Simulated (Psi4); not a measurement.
Pair of molecules, SMILES CO with SMILES O=CO (the first has 6 atoms); geometry from B3LYP-D3(BJ)/def2-TZVP, rigid monomers moved along the line of their centres of mass till O2···H11 is 2.98 Å.
(charge 0, multiplicity 1):
```xyz
11

C     -0.18960    -0.35027     0.18299
O      0.48930    -0.80552     1.35223
H     -0.90401     0.44544     0.41406
H     -0.72878    -1.20179    -0.22782
H      0.51964     0.01102    -0.56554
H      0.93740    -0.05470     1.77985
O      0.75588     1.17027     4.91190
C     -0.05452     0.53614     5.54919
O     -0.71025    -0.53156     5.12369
H     -0.33853     0.78963     6.57833
H     -0.42189    -0.72285     4.18747
```

Level of theory: SAPT0/jun-cc-pV(D+d)Z (Psi4 1.11).

Question: Give the four SAPT terms and the total, and say what mostly holds the pair together.

Answer: electrostatics -3.14, exchange 0.24, induction -0.23, dispersion -0.37, total -3.50 kcal/mol; the largest attraction is electrostatics.
